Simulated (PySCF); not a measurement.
This PySCF input asks for the NMR shieldings of `[N+]1(C)(C)[AlH2-][CH2]C[C@H]1B(O)O`, C$_{5}$H$_{15}$AlBNO$_{2}$; the geometry comes from PBE0-D3(BJ)/def2-SVP.

```python
import basis_set_exchange as bse
import numpy as np
from pyscf import gto, scf
from pyscf.prop import nmr

atoms = """
C    -1.842456   -0.918227   -0.502507
N    -0.804458   -0.152398    0.201206
C    -0.623082   -0.676193    1.563479
Al   -1.337089    1.856243    0.327528
C     0.578969    2.362350    0.047680
C     1.353112    1.042838   -0.019762
C     0.482099   -0.106599   -0.560450
B     1.273963   -1.484455   -0.715645
O     2.569826   -1.508578   -1.131672
O     0.670319   -2.677692   -0.466570
H    -1.982834   -0.499191   -1.507777
H    -1.572085   -1.981929   -0.575684
H    -2.792747   -0.817987    0.040978
H    -0.268430   -1.718212    1.540530
H     0.095923   -0.054465    2.113047
H    -1.580482   -0.623306    2.097932
H    -2.294132    2.041890   -0.954807
H    -2.031745    1.975980    1.773164
H     0.652377    2.885457   -0.922247
H     1.018504    3.037965    0.798026
H     1.736776    0.767965    0.978385
H     2.253743    1.124686   -0.659665
H     0.188079    0.184569   -1.589011
H     2.947443   -0.631077   -1.248361
H     1.275084   -3.414358   -0.618032
"""
names = dict.fromkeys(["C", "N", "Al", "B", "O", "H"], "pcSseg-1")
basis = {el: gto.basis.parse(bse.get_basis(n, elements=[el], fmt="nwchem")) for el, n in names.items()}
mol = gto.M(atom=atoms, basis=basis, charge=0, verbose=0)
mf = scf.RHF(mol)
mf.conv_tol = 1e-9
mf.kernel()

calc = nmr.RHF(mf)   # GIAO
C = mf.mo_coeff
Co = C[:, mf.mo_occ > 0]
resp = mf.gen_response(singlet=True, hermi=2)
def vind(x):   # induced exchange potential for any number of trial vectors
    d = np.einsum("pi,xij,qj->xpq", C, 2 * x.reshape(-1, C.shape[1], Co.shape[1]), Co, optimize=True)
    return np.einsum("xpq,pi,qj->xij", resp(d - d.transpose(0, 2, 1)), C, Co, optimize=True).ravel()
mo1, _ = nmr.rhf.solve_mo1(calc, with_cphf=vind)
sigma = calc.kernel(mo1)
for i, s in enumerate(sigma):   # ppm
    w = np.linalg.eigvalsh((s + s.T) / 2)
    print("%2d %-2s iso %8.1f  s11 %8.1f  s22 %8.1f  s33 %8.1f" % (i, mol.atom_pure_symbol(i), w.mean(), *w))
```

**Question.** What does it print?

**Answer.** 
```
 0 C  iso    147.9  s11    122.4  s22    135.6  s33    185.5
 1 N  iso    244.3  s11    215.9  s22    248.2  s33    268.7
 2 C  iso    154.4  s11    132.4  s22    145.9  s33    184.9
 3 Al iso    434.3  s11    421.9  s22    436.3  s33    444.5
 4 C  iso    190.8  s11    173.6  s22    190.2  s33    208.5
 5 C  iso    165.7  s11    145.2  s22    172.1  s33    179.8
 6 C  iso    141.4  s11    116.6  s22    137.6  s33    170.1
 7 B  iso     82.8  s11     66.3  s22     81.8  s33    100.4
 8 O  iso    228.4  s11    126.0  s22    270.0  s33    289.2
 9 O  iso    234.0  s11    147.2  s22    269.6  s33    285.1
10 H  iso     29.3  s11     24.9  s22     26.9  s33     36.2
11 H  iso     28.3  s11     22.1  s22     29.0  s33     33.9
12 H  iso     29.3  s11     24.5  s22     26.4  s33     37.0
13 H  iso     29.1  s11     23.1  s22     29.3  s33     34.9
14 H  iso     29.5  s11     24.4  s22     28.4  s33     35.6
15 H  iso     29.4  s11     24.6  s22     26.7  s33     37.0
16 H  iso     28.0  s11     24.7  s22     26.5  s33     33.0
17 H  iso     28.0  s11     24.5  s22     26.4  s33     33.0
18 H  iso     31.7  s11     27.0  s22     28.5  s33     39.6
19 H  iso     31.7  s11     26.4  s22     28.4  s33     40.4
20 H  iso     30.4  s11     26.3  s22     29.5  s33     35.3
21 H  iso     30.4  s11     23.0  s22     30.9  s33     37.3
22 H  iso     30.2  s11     27.0  s22     29.0  s33     34.5
23 H  iso     27.6  s11     18.5  s22     27.5  s33     36.7
24 H  iso     27.6  s11     19.9  s22     22.9  s33     39.9
```

These numbers come from an equivalent density-fitted implementation of the same equations, which agrees with the script to about 0.01 ppm for H and up to a few tenths of a ppm for heavy atoms, so last digits may differ.

**Question.** Turn these shieldings into chemical shifts. Chemical shifts δ = σref − σ; 13C (σ = 190.85 ppm), 1H (σ = 31.69 ppm) against TMS; 15N (σ = 265.72 ppm) vs NH3; 27Al (σ = 516.24 ppm) against AlH4-; 11B (σ = 115.29 ppm) against BF3·OEt2; 17O (σ = 333.31 ppm) vs H2O, all at this level.

**Answer.** Averaging equivalent atoms: C 6: 49.4; C 0: 43.0; C 2: 36.4; C 5: 25.1; C 4: 0.1; N 1: 21.4; Al 3: 82.0; B 7: 32.5; O 8/9: 102.1; H 23/24: 4.13; H 17: 3.72; H 16: 3.66; H 10/11/12: 2.69; H 13/14/15: 2.36; H 22: 1.50; H 20: 1.32; H 21: 1.30; H 18: -0.02; H 19: -0.04 ppm. Experimental scales use liquid or dissolved standards, which lie at an offset from isolated NH3 (liquid NH3: subtract about 20 ppm) and H2O (liquid H2O: subtract about 36 ppm).

Size and cost of the density-fitted run: 252 basis functions, 58 s wall time on 1 thread of an Arm Neoverse N1, shared host; peak memory 1.2 GiB.
